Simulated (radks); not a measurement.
Effect of the nuclear size on the iron ion Fe+, [Ar] 3d6 4s1. Method: Dirac Kohn-Sham, relativistic LDA (MacDonald-Vosko exchange, VWN5 correlation), spin-unpolarised, spherical densities, finite nucleus; open shells fill j = l - 1/2 first; Fermi nuclear charge, rms radius 3.7377 fm; computed with a radial shooting solver on a logarithmic mesh with Libxc functionals. The rms radius is varied about that value; shifts are against it.

\begin{tabular}{lrrrrr}
rms radius (fm) & total energy shift (eV) & density at nucleus (e/bohr^3) & 1s1/2 shift (meV) & 2s1/2 shift (meV) & 3s1/2 shift (meV) \\ \hline
3.2555 & -0.0265 & 1.504e+04 & -11.2 & -1.01 & -0.146 \\
3.562 & -0.0101 & 1.498e+04 & -4.26 & -0.384 & -0.055 \\
3.7377 & 0 & 1.495e+04 & 0.000 & 0.000 & 0.000 \\
4.1077 & 0.0227 & 1.489e+04 & 9.61 & 0.867 & 0.125 \\
4.175 & 0.0271 & 1.488e+04 & 11.4 & 1.03 & 0.149 \\
\end{tabular}

Slopes of the eigenvalues against <r^2> in GHz/fm^2, as finite differences over the two radii next to the reference (eigenvalue slopes, not the field-shift constants of lines): 1s1/2 801, 2s1/2 72.3, 3s1/2 10.4.
